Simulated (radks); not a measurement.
Effect of the nuclear size on the iridium ion Ir+, [Xe] 4f14 5d7 6s1. All-electron calculation, Dirac Kohn-Sham, relativistic LDA (MacDonald-Vosko exchange, VWN5 correlation), spin-unpolarised, spherical densities, finite nucleus; open shells are shared between the two j in proportion to 2j + 1; Fermi nuclear charge, rms radius 5.4032 fm. Program: a radial shooting solver on a logarithmic mesh with Libxc functionals. The rms radius is varied about that value; shifts are against it.

rms radius (fm),total energy shift (eV),density at nucleus (e/bohr^3),1s1/2 shift (meV),2s1/2 shift (meV),5s1/2 shift (meV),5p1/2 shift (meV),6s1/2 shift (meV),6p1/2 (empty) shift (meV),7s1/2 (empty) shift (meV)
4.4144,-26.4,1.936e+06,-10600,-1530,-16.2,0.251,-1.64,0.168,-0.193
4.9655,-12.1,1.852e+06,-4840,-702,-7.41,0.115,-0.753,0.077,-0.088
5.4032,0,1.793e+06,0.000,0.000,0.000,0.000,0.000,0.000,0.000
5.6842,8.10,1.759e+06,3240,470,4.96,-0.076,0.504,-0.051,0.059
6.0246,18.3,1.721e+06,7310,1060,11.2,-0.171,1.14,-0.116,0.133

Slopes of the eigenvalues against <r^2> in GHz/fm^2, as finite differences over the two radii next to the reference (eigenvalue slopes, not the field-shift constants of lines): 1s1/2 256000, 2s1/2 37000, 5s1/2 391, 5p1/2 -6.03, 6s1/2 39.7, 6p1/2 (empty) -4.05, 7s1/2 (empty) 4.66.
